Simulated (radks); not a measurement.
Results of a calculation; reference values are marked as such.
Species: V3+. Configuration: [Ar] 3d2 (the NIST ground configuration). Level of theory: Dirac Kohn-Sham, BLYP, spin-unpolarised, spherical densities, finite nucleus; open shells are shared between the two j in proportion to 2j + 1; Fermi nuclear charge, rms radius 3.6002 fm (a radial shooting solver on a logarithmic mesh with Libxc functionals).

Unscreened Slater integrals over Kohn-Sham orbitals (hartree). Large and small components are both included.

integral           value
F0(3d5/2,3d5/2)  0.77480
F2(3d5/2,3d5/2)  0.36389
F4(3d5/2,3d5/2)  0.22748
F0(3d5/2,3d3/2)  0.77571
F2(3d5/2,3d3/2)  0.36427
G2(3d5/2,3d3/2)  0.36408
G4(3d5/2,3d3/2)  0.22759
F0(3d5/2,3p3/2)  0.83278
F2(3d5/2,3p3/2)  0.39784
G1(3d5/2,3p3/2)  0.49469
G3(3d5/2,3p3/2)  0.30031
F0(3d5/2,3p1/2)  0.83571
G3(3d5/2,3p1/2)  0.30111
F0(3d3/2,3d3/2)  0.77662
F2(3d3/2,3d3/2)  0.36466
F0(3d3/2,3p3/2)  0.83385
F2(3d3/2,3p3/2)  0.39833
G1(3d3/2,3p3/2)  0.49516
G3(3d3/2,3p3/2)  0.30060
F0(3d3/2,3p1/2)  0.83679
G1(3d3/2,3p1/2)  0.49713
F0(3p3/2,3p3/2)  0.90642
F2(3p3/2,3p3/2)  0.45542
F0(3p3/2,3p1/2)  0.90995
G2(3p3/2,3p1/2)  0.45691
F0(3p1/2,3p1/2)  0.91353
